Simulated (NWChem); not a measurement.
# Correlation energy of disilylmethane (CH8Si2)

```xyz
11

Si    -1.5951     0.0000     0.1819
C      0.0000     0.0000    -0.8193
Si     1.5951     0.0000     0.1819
H     -2.7882     0.0000    -0.7199
H     -1.6633    -1.2124     1.0546
H     -1.6633     1.2124     1.0546
H      0.0000     0.8855    -1.4784
H      0.0000    -0.8855    -1.4784
H      1.6633    -1.2124     1.0546
H      1.6633     1.2124     1.0546
H      2.7882     0.0000    -0.7199
```
Charge 0, spin multiplicity 1.

All runs are NWChem calculations. The geometry was optimised at PBE0/def2-SVP, a minimum by its harmonic frequencies.

Basis set: 3-21G. Each correlation energy counts from its own Hartree-Fock reference.

The correlated methods keep 11 core orbitals frozen. Coupled-cluster values serve here as a point of comparison, not as the truth.

| method | correlation energy (mHa) |
|---|---|
| CCSD+T(CCSD) | ? |
| CR-CCSD(T) | -258.2 |
| CR-CCSD[T] | -258.3 |
| CCSD | ? |
| MP2 | -206.2 |
| SCS-MP2 | ? |
| CCSD(T) | -259.2 |

Task: Some entries are withheld; supply them.

Result: 
- CCSD+T(CCSD), correlation energy (mHa): -259.4
- CCSD, correlation energy (mHa): -254.0
- SCS-MP2, correlation energy (mHa): -219.7
